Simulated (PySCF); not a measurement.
## Computed spin Hamiltonian

C4H3Cl3FO (doublet state).
Structure used (GFN2-xTB), in Å, numbered top down from 1:
```
atom  x, y, z in Å
O1     1.030   -2.276    0.105
C2     1.222   -1.074    0.053
C3     0.151   -0.116    0.009
C4    -1.218   -0.695    0.045
F5    -2.224    0.207   -0.083
C6     0.342    1.338   -0.072
Cl7    2.034    1.848   -0.035
Cl8   -0.503    2.149    1.295
Cl9   -0.375    1.942   -1.614
H10    2.239   -0.659    0.038
H11   -1.327   -1.436   -0.762
H12   -1.370   -1.230    0.996
```

The hyperfine couplings belong to this conformer and change with its torsions.

The species is `O=C[C](CF)C(Cl)(Cl)Cl` [radical].

Theory: UKS B3LYP, pcH-1 on C Cl F H O, non-relativistic, mean-field spin-orbit, GIAO in PySCF 2.14.0. Isolated species at its GFN2-xTB geometry (one conformer only). Couplings are sensitive to structure, and on GFN2-xTB geometries they can be far from those on DFT ones. No stability test was run, so a lower SCF solution isn't excluded.

| Property | Result |
| --- | --- |
| g1, g2, g3 | 2.00135, 2.00483, 2.00792 |
| g_iso | 2.00470 |
| Form of g | rhombic: the two nearest values differ by 47 % of g3 − g1 |
| ⟨S²⟩ | 0.7618 (exact 0.7500) |
| HOMO–LUMO gap, α and β orbitals | 6.12, 3.21 eV |
| Total energy | -1709.83052 Eh |

Isotropic coupling and dipolar principal values T1 to T3, in mT; ρ(0) is the spin density at the nucleus (MHz turned into mT with g_iso):

```json
{"atom": "O1", "isotope": "17O", "a_iso": "-0.66", "of which spin–orbit": "-0.03", "T1": "-3.07", "T2": "1.53", "T3": "1.54", "Mulliken spin population": "0.28", "ρ(0) (bohr⁻³)": "0.0296"}
{"atom": "C2", "isotope": "13C", "a_iso": "-1.25", "of which spin–orbit": "0.00", "T1": "-0.42", "T2": "0.10", "T3": "0.32", "Mulliken spin population": "-0.11", "ρ(0) (bohr⁻³)": "-0.0313"}
{"atom": "C3", "isotope": "13C", "a_iso": "2.38", "of which spin–orbit": "-0.01", "T1": "-2.20", "T2": "-2.19", "T3": "4.39", "Mulliken spin population": "0.73", "ρ(0) (bohr⁻³)": "0.0596"}
{"atom": "C4", "isotope": "13C", "a_iso": "-1.01", "of which spin–orbit": "0.00", "T1": "-0.09", "T2": "0.02", "T3": "0.07", "Mulliken spin population": "-0.05", "ρ(0) (bohr⁻³)": "-0.0252"}
{"atom": "F5", "isotope": "19F", "a_iso": "-0.04", "of which spin–orbit": "0.00", "T1": "-0.51", "T2": "-0.08", "T3": "0.58", "Mulliken spin population": "0.00", "ρ(0) (bohr⁻³)": "-0.0003"}
{"atom": "C6", "isotope": "13C", "a_iso": "-1.11", "of which spin–orbit": "0.00", "T1": "-0.05", "T2": "-0.04", "T3": "0.09", "Mulliken spin population": "-0.05", "ρ(0) (bohr⁻³)": "-0.0278"}
{"atom": "Cl7", "isotope": "35Cl", "a_iso": "0.00", "of which spin–orbit": "0.00", "T1": "-0.04", "T2": "-0.02", "T3": "0.07", "Mulliken spin population": "0.00", "ρ(0) (bohr⁻³)": "-0.0003"}
{"atom": "Cl8", "isotope": "35Cl", "a_iso": "0.34", "of which spin–orbit": "0.01", "T1": "-0.44", "T2": "-0.40", "T3": "0.83", "Mulliken spin population": "0.05", "ρ(0) (bohr⁻³)": "0.0214"}
{"atom": "Cl9", "isotope": "35Cl", "a_iso": "0.43", "of which spin–orbit": "0.01", "T1": "-0.52", "T2": "-0.47", "T3": "0.99", "Mulliken spin population": "0.06", "ρ(0) (bohr⁻³)": "0.0270"}
{"atom": "H10", "isotope": "1H", "a_iso": "-0.04", "of which spin–orbit": "0.00", "T1": "-0.17", "T2": "-0.09", "T3": "0.26", "Mulliken spin population": "0.00", "ρ(0) (bohr⁻³)": "-0.0003"}
{"atom": "H11", "isotope": "1H", "a_iso": "3.21", "of which spin–orbit": "0.00", "T1": "-0.16", "T2": "-0.07", "T3": "0.24", "Mulliken spin population": "0.04", "ρ(0) (bohr⁻³)": "0.0202"}
{"atom": "H12", "isotope": "1H", "a_iso": "3.53", "of which spin–orbit": "0.00", "T1": "-0.16", "T2": "-0.08", "T3": "0.24", "Mulliken spin population": "0.04", "ρ(0) (bohr⁻³)": "0.0222"}
```

The largest Mulliken spin populations are on C3 (+0.73), O1 (+0.28) and C2 (-0.11). The positive populations add up to 1.20 and the negative ones to -0.20, together 2S = 1. The angles at C3 add up to 360.0°, so it is planar.

Axes: g3 points within 7° of the C3–C6 bond.

Under fast tumbling the dipolar parts average out, and these isotropic splittings remain: 2 × 1H (H11/H12, I = 1/2, 3 lines) with 3.37 mT, 3 × 35Cl (Cl7/Cl8/Cl9, I = 3/2, 10 lines) with 0.26 mT, 1 × 1H (H10, I = 1/2, 2 lines) with 0.04 mT and 1 × 19F (F5, I = 1/2, 2 lines) with 0.04 mT.

Means are taken over nuclei equivalent by connectivity, which assumes that they swap fast. The three 35Cl nuclei of mean +7.2 MHz run from -0.1 to 12.2 MHz in the frozen geometry.

Main isotope only: 35Cl (natural samples also hold 24 % 37Cl, magnetic too, which adds its own pattern).

The 17O coupling of O1 (-18.6 MHz) shows only in satellite lines or after enrichment, since that isotope makes up about 0.038 % of natural oxygen.

The 13C coupling of C3 (66.7 MHz) shows only in satellite lines or after enrichment, since that isotope makes up about 1.07 % of natural carbon.
